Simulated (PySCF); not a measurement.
**Orbital picture of LiTe⁺**

M06-2X at R = 2.797 Å; PySCF, scalar-relativistic core potentials, basis sets Li cc-pVDZ, Te cc-pVDZ-PP with ECP28. State: ³Σ⁻ (triplet), unpaired electrons π ↑↑. Only the outer orbitals are listed, counted within each symmetry, core potentials removing the inner ones.

```csv
spin,orbital,occ.,ε (eV),on Li (%),main shells (%)
α,5σ,1,-24.88,2,98 Te s
α,3π,1,-14.07,1,98 Te p
α,3π,1,-14.07,1,98 Te p
α,6σ,1,-13.75,15,84 Te p
α,7σ,0,-5.64,98,"85 Li s, 13 Li p"
α,4π,0,-4.14,98,98 Li p
α,4π,0,-4.14,98,98 Li p
β,5σ,1,-21.48,3,96 Te s
β,6σ,1,-12.88,18,"81 Te p, 9 Li s"
β,3π,0,-8.20,6,94 Te p
β,3π,0,-8.20,6,94 Te p
β,7σ,0,-5.70,98,"84 Li s, 14 Li p"
```

Question: Which are the highest filled and the lowest empty level, where do they sit, and how wide is the gap?

Answer: Highest filled β 6σ at -12.88 eV (in %: 81 Te p, 9 Li s); lowest empty β 3π at -8.20 eV (in %: 94 Te p); the gap at M06-2X is 4.68 eV.

| Item | Value |
| --- | --- |
| bond order (Mayer) | 0.68 |
| ⟨S²⟩ | 2.007 |
| charge on Li (Mulliken, basis-dependent) | 0.59 |
| charge on Li (Löwdin, basis-dependent) | 0.52 |
| dipole moment (positive dipole points towards Te; it is taken about the centre of mass and depends on that origin) | -9.50 D |

Spin–orbit coupling is left out. The state was picked by a PBE0 search and need not be the measured ground state.
